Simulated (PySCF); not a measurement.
Computed shifts of a molecule C4H4ClF, PySCF with PBE/pcSseg-1, GIAO, gas phase, atoms alike by connectivity averaged where their shifts nearly agree, in ppm (number of nuclei): ¹³C: 215.3 (1), 148.2 (1), 98.3 (1), 55.9 (1). ¹⁹F: -169.5 (1). ¹H: 6.20 (1), 6.10 (1), 4.76 (1), 4.29 (1). References: ¹³C against TMS (σ = 182.0 ppm); ¹⁹F against CFCl3 (σ = 133.6 ppm); ³⁵Cl against HCl (σ = 936.5 ppm); ¹H against TMS (σ = 31.49 ppm), references at their B3LYP-D3(BJ)/def2-TZVP geometries, non-relativistic (without spin–orbit terms, shifts of atoms bonded to Cl or Br come out too high). Geometry optimised at B3LYP-D3(BJ)/def2-SVP. The values are those of a single conformer.

Task: Which molecule gave these data?
A) F/C=C\C=C/Cl
B) C=C/C=C(\F)Cl
C) C=C=C(F)CCl
D) C=C(F)C(=C)Cl

Result: C, C=C=C(F)CCl
